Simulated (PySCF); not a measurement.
H4BCl3Si2, SMILES B[SiH2][Si](Cl)(Cl)Cl, B3LYP/def2-SVP optimised geometry.

```
10

B      1.72    -1.59    -0.13
Si     1.20     0.35     0.00
Si    -1.16     0.35     0.00
Cl    -1.94     2.27     0.00
Cl    -1.87    -0.64    -1.68
Cl    -1.88    -0.64     1.67
H      1.77    -2.27     0.85
H      1.94    -2.09    -1.20
H      1.61     1.20    -1.16
H      1.60     1.02     1.27
```

Density from PySCF with B3LYP/def2-TZVP at that geometry.

Minimum of the electron density along straight lines between bonded atoms, close to the bond critical point (lines longer than 1.1 times the sum of covalent radii, or with two minima, are not listed):

| bond | length / Å | ρ at the minimum / e bohr⁻³ | ∇²ρ there / e bohr⁻⁵ | position (fraction from the first atom) |
|---|---|---|---|---|
| B1–Si2 | 2.013 | 0.113 | … | 0.61 |
| Si2–Si3 | 2.356 | … | -0.14 | 0.37 |
| Si3–Cl4 | 2.072 | 0.099 | 0.18 | 0.36 |
| Si3–Cl5 | 2.077 | 0.098 | 0.17 | 0.36 |
| Si3–Cl6 | 2.075 | 0.099 | 0.18 | 0.36 |
| B1–H7 | 1.204 | 0.185 | -0.43 | 0.44 |
| B1–H8 | 1.204 | 0.185 | -0.44 | 0.44 |
| Si2–H9 | 1.493 | 0.119 | 0.14 | 0.49 |
| Si2–H10 | 1.493 | 0.119 | 0.14 | 0.49 |

Q: What belongs in the gaps?

A: 
- B1–Si2, ∇²ρ there / e bohr⁻⁵: -0.07
- Si2–Si3, ρ at the minimum / e bohr⁻³: 0.091
